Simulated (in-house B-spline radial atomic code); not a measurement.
Functionals against NIST's ionisation energies down a group: C³⁺ to Pb³⁺

Ionisation energies as differences of self-consistent total energies from an all-electron radial atomic-structure program (B-spline basis): all electrons, radial basis limit, scalar-relativistic (one-electron X2C), spin-polarised at highest spin, spherical densities; exact exchange is averaged over the determinants of each configuration. No spin-orbit coupling, Breit or QED terms. NIST's values run from ground level to ground level, so in open shells the differences also hold multiplet and fine-structure energies that spherical high-spin averages miss. Columns give computed minus NIST, in eV; a star marks a semi-empirical value. Species are left out where the tabulated value is theory, is uncertain by more than 0.12 eV, or (13 ions, such as In⁴⁺, Te⁴⁺ and Bi⁴⁺) lies off its series for all methods alike, which flatters the means a little.

```tsv
species	shell	NIST (eV)	PBEsol	B3LYP	BHandHLYP	r2SCAN0	OLYP
C³⁺	2s	64.49	+0.05	+0.69	+0.57	-0.03	+0.67
Si³⁺	3s	45.14	+0.27	+0.77	+0.54	-0.01	+0.46
Ge³⁺	4s	45.72	+0.87	+1.07	+0.50	+0.36	+0.61
Sn³⁺	5s	40.74 ± 0.04	+0.62	+0.70	+0.14	+0.02	+0.35
Pb³⁺	6s	42.33	+0.59	+0.52	-0.08	+0.07	+0.33
```

**Question.** How do the methods rank, and which species is hardest?

**Answer.** Mean absolute (signed) differences: r2SCAN0 0.10 (+0.08) eV; BHandHLYP 0.37 (+0.33) eV; PBEsol 0.48 (+0.48) eV; OLYP 0.48 (+0.48) eV; B3LYP 0.75 (+0.75) eV. For Ge³⁺, which loses a 4s electron, the nearest method is off by +0.36 eV, the largest such miss.
